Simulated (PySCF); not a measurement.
A structure optimised at PBE-D3(BJ)/def2-SVP, used in a PySCF frequency run:

```
C
C 1 1.3542
F 2 1.3353 1 122.67
H 1 1.0998 2 117.02 3 180.00
C 1 1.4509 4 119.39 2 180.00
C 5 1.3536 1 124.06 4 0.00
H 6 1.0998 5 121.27 1 180.00
H 6 1.1022 7 117.29 5 180.00
H 5 1.1029 6 119.44 7 0.00
Cl 2 1.7263 3 112.64 1 180.00
```

Task: Write its SMILES, formula and point group.

Result: C=C/C=C(\F)Cl, C₄H₄ClF, Cs

Task: What are its rotational constants (standard atomic weights)?

Result: 7.4089, 1.3982, 1.1762 GHz
